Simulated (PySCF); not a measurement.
## What the settings do

Molecule: SMILES CC#CC1C(=O)C=CC1=O, C$_{8}$H$_{6}$O$_{2}$; geometry GFN2-xTB.

Geometry:
```csv
atom,x (Å),y (Å),z (Å)
C1,3.221,0.320,-0.225
C2,1.849,0.046,0.134
C3,0.720,-0.194,0.457
C4,-0.666,-0.461,0.804
C5,-1.448,0.850,0.738
O6,-1.430,1.741,1.541
C7,-2.240,0.794,-0.515
C8,-2.156,-0.410,-1.086
C9,-1.290,-1.319,-0.296
O10,-1.117,-2.493,-0.480
H11,3.390,1.396,-0.249
H12,3.893,-0.129,0.505
H13,3.437,-0.097,-1.209
H14,-0.714,-0.933,1.790
H15,-2.812,1.639,-0.857
H16,-2.645,-0.739,-1.986
```

All runs: PySCF 2.14, non-relativistic, gas phase unless a solvent (IEF-PCM) is named; grid level 2, GIAOs and SCF threshold 1e-9 unless changed. The yardstick, PBE0/pcSseg-1, gives these isotropic shieldings σ (ppm, equivalent atoms averaged): C5/C9 -16.0, C7/C8 30.3, C4 141.5, C1 182.3, H15/H16 24.44, H14 28.35, H11/H12/H13 29.73.

Question: What do these inputs give? (1) mPW1PW91/def2-SVP; guess vsap; (2) B97-D/pcSseg-1; grid level 4; aux def2-qzvpp-jkfit; (3) BHandHLYP/pcSseg-1; guess atom; (4) X3LYP/pcSseg-1; conv 1e-06

Answer: 
| run | outcome | functions | wall time | C5/C9 | C7/C8 | C4 | C1 | H15/H16 | H14 | H11/H12/H13 |
| --- | --- | --- | --- | --- | --- | --- | --- | --- | --- | --- |
| 1 | converged | 170 | 30 s | 0.0 | 47.5 | 152.2 | 191.6 | 24.78 | 28.64 | 30.13 |
| 2 | converged | 200 | 73 s | -15.4 | 33.5 | 136.4 | 176.0 | 24.88 | 28.48 | 29.79 |
| 3 | converged | 200 | 33 s | -17.7 | 27.9 | 142.9 | 182.8 | 24.60 | 28.58 | 29.91 |
| 4 | converged | 200 | 36 s | -22.4 | 25.0 | 136.0 | 178.0 | 24.69 | 28.51 | 29.81 |

Times are on 1 thread of an Arm Neoverse V1, shared host.

Question: Comment on the technical settings.

Answer: 
- Run 1: The functional and orbital basis differ from the yardstick's, which in itself moves the values. The starting guess changes the path of the SCF (12 cycles), not the solution, provided the same state is reached.
- Run 2: The functional differs from the yardstick's, which in itself moves the values. The other auxiliary basis adds little: it changes only the density-fitting error.
- Run 3: The functional differs from the yardstick's, which in itself moves the values. The starting guess changes the path of the SCF (12 cycles), not the solution, provided the same state is reached.
- Run 4: The functional differs from the yardstick's, which in itself moves the values. A loose SCF threshold (1e-06) leaves errors in the orbitals that response properties inherit.
